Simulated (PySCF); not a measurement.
PySCF 2.14 output of a UHF calculation on a single atom or ion in cc-pVDZ-DK, with scalar relativity by spin-free X2C-1e:

```
SCF conv_tol = 1e-09
number electrons alpha = 18  beta = 17
cycle= 1 E= -2787.5689725536  delta_E= -0.00325  |g|= 0.0204  |ddm|= 0.061
cycle= 2 E= -2787.56923487579  delta_E= -0.000262  |g|= 0.00594  |ddm|= 0.0193
cycle= 3 E= -2787.56925981357  delta_E= -2.49e-05  |g|= 0.000325  |ddm|= 0.0102
cycle= 4 E= -2787.56925993149  delta_E= -1.18e-07  |g|= 5.59e-05  |ddm|= 0.00204
cycle= 5 E= -2787.56925993451  delta_E= -3.02e-09  |g|= 1.56e-05  |ddm|= 0.000319
cycle= 6 E= -2787.56925993476  delta_E= -2.51e-10  |g|= 2.07e-06  |ddm|= 0.000109
converged SCF energy = -2787.56925993476  <S^2> = 0.75490344  2S+1 = 2.0048974
```

The run itself started from symmetry-adapted Hartree-Fock orbitals and held the occupation by maximum overlap, so the iterations belong to that start.

Question: Which element, charge and spin multiplicity is this?

Answer: Kr⁺ (krypton, charge +1), multiplicity 2; the state was [Ar] 3d10 4s2 4p5, 2P determinant.
